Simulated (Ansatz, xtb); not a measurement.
## Two structures of CH7Ge2+

Structure X is a singlet given by its coordinates and structure Y is a singlet given by its coordinates. Both are isolated ions in the gas phase, relaxed with PBE0-D3(BJ)/def2-SVP.

X (Å):

```xyz
10

C    -1.7586   -0.4883    0.2778
Ge    0.6655    2.6674   -0.4327
Ge   -0.0257    0.2653    0.5936
H    -0.8231    2.5210   -0.9781
H     0.7598    0.8000   -0.7459
H     1.0401   -0.4411    1.4290
H    -0.0239    1.8217    1.1179
H    -2.3649    0.1848   -0.3421
H    -2.2507   -0.6556    1.2483
H    -1.6326   -1.4580   -0.2277
```

Close contacts (Å): C1–Ge3 1.92, Ge2–Ge3 2.70, C1–H8 1.10, C1–H9 1.10, C1–H10 1.10, Ge2–H4 1.59, Ge2–H5 1.90, Ge2–H7 1.90, Ge3–H5 1.64, Ge3–H6 1.53, Ge3–H7 1.64.

Y (Å):

```xyz
10

C     0.0171    1.0396   -2.9985
Ge    1.1712   -0.0761   -1.8732
Ge    0.3873    1.2981    0.4342
H     0.6654    1.5026   -3.7649
H    -0.6701    0.3571   -3.5312
H    -0.5767    1.8299   -2.5178
H    -0.1630   -0.0047   -0.3112
H    -0.6156    2.4392    0.3097
H     1.5804    1.4945   -0.6117
H     0.9662    0.8950    1.7827
```

Close contacts (Å): C1–Ge2 1.96, Ge2–Ge3 2.80, C1–H4 1.11, C1–H5 1.11, C1–H6 1.10, Ge2–H7 2.06, Ge2–H9 2.06, Ge3–H7 1.60, Ge3–H8 1.52, Ge3–H9 1.60, Ge3–H10 1.52.

**Question.** Which of the two would you expect CCSD(T)/def2-SVP + ΔMP2/def2-TZVPP electronic energies to favour?

**Answer.** Structure X; the calculation gives E(Y) − E(X) = +0.121 eV.

Level by level:

```tsv
level	geometry	E(Y) − E(X) (eV)	departure from the last row (eV)	job, with rough time for the two
PBE0-D3(BJ)/def2-SVP	PBE0-D3(BJ)/def2-SVP	+0.111	−0.010	optimisation, 51 s
HF/def2-SVP	PBE0-D3(BJ)/def2-SVP	+0.043	−0.078	part of the CCSD(T) run
MP2/def2-SVP	PBE0-D3(BJ)/def2-SVP	+0.107	−0.014	part of the CCSD(T) run
CCSD(T)/def2-SVP	PBE0-D3(BJ)/def2-SVP	+0.108	−0.013	single point
CCSD(T)/def2-SVP + ΔMP2/def2-TZVPP	PBE0-D3(BJ)/def2-SVP	+0.121		single point, 43 s
```

The levels shown agree on the order. The largest departure from CCSD(T)/def2-SVP + ΔMP2/def2-TZVPP is that of HF/def2-SVP, 0.078 eV. Levels run at GFN2-xTB geometries aren't shown. The last row adds to CCSD(T) the change of the MP2 difference between the two basis sets, here +0.013 eV.

With harmonic frequencies from PBE0-D3(BJ)/def2-SVP (ideal gas, rigid rotor, one conformer each, 298.15 K, 1 atm): the zero-point term adds −0.025 eV; ΔH is +0.108 and ΔG +0.077 eV.

The correlated steps freeze 19 core orbitals; the filled d shell of Ge is correlated, in a basis made for valence electrons. Codes used: Ansatz 0.2.0; the last row on 2 threads of Arm Neoverse V1 on a shared host.
